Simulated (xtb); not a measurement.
diantimony (Sb2), SMILES [Sb]#[Sb]. All values are semi-empirical tight-binding results from xtb (GFN2-xTB unless named), good for trends rather than for accurate numbers. Geometry optimised at GFN2-xTB.

For metal compounds this method's bond lengths and energies can be far off.

```json
{
  "point_group_as_xtb_finds_it": "D∞h",
  "orbital_gap": "1.39 eV"
}
```
